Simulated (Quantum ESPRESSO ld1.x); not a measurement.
Values are calculated unless marked as measured or tabulated.
Co IV, 24 electrons, occupied as [Ar] 3d6 (the NIST ground configuration). Level of theory: non-relativistic Kohn-Sham, LDA (Slater exchange, VWN5 correlation), spin-polarised, spherical densities, point nucleus; open shells are filled with parallel spins first (ld1.x of Quantum ESPRESSO 7.5). Some entries of the table are withheld. Estimate them.

orbital  occ.  eigenvalue (eV)  <1/r> (bohr^-1)
1s up       1         -7538.59            26.47
1s down     1         -7538.57            26.47
2s up       1         -921.075            5.690
2s down     1         -918.575            5.700
2p up       3         -805.730            5.654
2p down     3         -803.830            5.663
3s up       1         -139.474            1.820
3s down     1         -134.809            1.810
3p up       3         -104.862            1.703
3p down     3         -100.293            1.690
3d up       5         -47.4446            1.402
3d down     1         -43.1207            1.372
4s up       0         -32.6232           0.6118
4s down     0         -31.1755           0.5934
4p up       0         -25.0477           0.5348
4p down     0         -23.9329           0.5152
4d up       0         -14.5878           0.3927
4d down     0         -14.0237           0.3775
4f up       0              (1)           0.2266
4f down     0              (2)           0.2196

Answer. 
(1) 4f up eigenvalue (eV): -8.4256
(2) 4f down eigenvalue (eV): -8.3120
